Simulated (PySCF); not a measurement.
**Rhodium: a sound run and one with changed settings**

Sound run: Rh+ [Kr] 4d8, Rh(2+) [Kr] 4d7. All numbers are calculated (PySCF 2.14, scalar relativity through the core potential, in def2-SVP with the def2 core potential (28 electrons) (5s3p2d1f, 31 functions)). The sound run starts from symmetry-adapted Hartree-Fock orbitals and uses a fine grid where one is needed.

A second run was set up differently.

```
species  method  sound run (hartree)  changed run (hartree)  converged
    Rh+     UHF           -109.48512             -109.48512        yes
    Rh+    TPSS           -110.14267             -110.14626        yes
    Rh+    PBE0           -110.17205             -110.15844        yes
 Rh(2+)     UHF           -108.88738             -108.88738        yes
 Rh(2+)    TPSS           -109.47668             -109.48423        yes
 Rh(2+)    PBE0           -109.50285             -109.48694        yes
```

Ionisation energy of Rh+:

```tsv
method	sound run (eV)	changed run (eV)
UHF	16.266	16.266
TPSS	18.122	18.015
PBE0	18.210	18.273
```

(1) What was changed?
A. level shift left on
B. basis contracted for another Hamiltonian
C. all electrons correlated in a valence basis
D. radial grid too coarse

Answers

(1) D. It used radial step 0.5 in ln r (0.13 in the sound run). A coarse radial grid mis-integrates the density and the exchange-correlation energy, with errors of either sign; Hartree-Fock needs no grid.
